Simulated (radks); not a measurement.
Values are calculated unless marked as measured or tabulated.
Task: These are the eigenvalues of the occupied orbitals of an atom or ion with whole-number occupations (Ry). Level of theory: scalar-relativistic Kohn-Sham, BLYP, spin-polarised, spherical densities, point nucleus (a radial shooting solver on a logarithmic mesh with Libxc functionals).

1s down: -517.3093
1s up: -517.3087
2s up: -63.07922
2s down: -62.88851
2p up: -54.15937
2p down: -54.01404
3s up: -9.76759
3s down: -9.33513
3p up: -7.25646
3p down: -6.83592
3d up: -3.30643

Which element is it, and in what charge state? The configuration may be excited. Open shells, if any, are filled with parallel spins first.

Result: Z = 26, iron, charge +3: Fe3+ in [Ar] 3d5. The list shows which subshells hold electrons but not how many an open one holds; the 1s level, -258.65 hartree, gives Z - s = 22.7 by -(Z - s)^2/2, which with screening and relativity narrows Z to a few neighbours, and the depths of the outer levels then fix element, charge and occupations together.
